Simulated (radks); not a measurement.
Results of a calculation; reference values are marked as such.
Question: Coherent X-ray form factor from a spherical all-electron density. Code: a radial shooting solver on a logarithmic mesh with Libxc functionals. Model: scalar-relativistic Kohn-Sham, HCTH/407, spin-polarised, spherical densities, finite nucleus; Fermi nuclear charge, rms radius of each element as measured or else 0.836 A^(1/3) + 0.57 fm.

sin(theta)/lambda (1/angstrom),f0 (electrons)
0.05,73.814
0.1,70.860
0.15,67.187
0.2,63.413
0.25,59.755
0.3,56.276
0.4,49.924
0.5,44.406
0.6,39.665
0.8,32.004
1,26.174
1.25,21.013
1.5,17.723
2,13.996

The species is in the configuration that NIST lists as its ground one. Which atom or ion scatters so?

Answer: Neutral rhenium, [Xe] 4f14 5d5 6s2. Extrapolating in s^2 from the first two rows gives f0(0) = 74.8, near the electron count 75; among species with that count, the fall with angle is slower the higher Z, and the table is that of Z = 75; from so few rows the species is fixed only to a neighbour or two.
